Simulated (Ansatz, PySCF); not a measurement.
C2H9NOSi2, SMILES O([SiH2]N[SiH3])C=C.

Coordinates come from a B3LYP-D3(BJ)/def2-SVP optimisation. This is a generated structure with no PubChem entry under its InChIKey; it may be hypothetical. The values are those of a single conformer.

Vertical ionisation energy (IE) and electron affinity (EA) in eV. Rows of orbital energies are one-electron estimates. Where ΔSCF, EOM or ADC give a negative EA the extra electron is unbound and the value depends on the basis.

```json
[
 {"level": "−ε(HOMO), −ε(LUMO), r2SCAN/def2-TZVP (PySCF)", "IE": "5.84", "EA": "0.56"},
 {"level": "−ε(HOMO), −ε(LUMO), PBE/def2-TZVP (PySCF)", "IE": "5.62", "EA": "0.95"},
 {"level": "ΔSCF, CAM-B3LYP/def2-SVPD (Ansatz), final states of multiplicity 2 and 2", "IE": "[?]", "EA": "[?]"},
 {"level": "ΔSCF, PBE/def2-SVPD (Ansatz), final states of multiplicity 2 and 2", "IE": "8.53", "EA": "-0.88"}
]
```

### Question
What belongs in the gaps? (The exact figures need the calculation; the answer reports its results.)

### Answer

- ΔSCF, CAM-B3LYP/def2-SVPD (Ansatz, a quantum-chemistry and plane-wave program), final states of multiplicity 2 and 2, IE: 9.02
- ΔSCF, CAM-B3LYP/def2-SVPD (Ansatz), final states of multiplicity 2 and 2, EA: -1.30

### Question
What vertical singlet–triplet gap does ΔSCF give with CAM-B3LYP/def2-SVPD (Ansatz) and with PBE/def2-SVPD (Ansatz)? (The exact figures need the calculation; the answer reports its results.)

### Answer
4.17 and 4.20 eV (triplet above singlet where positive).
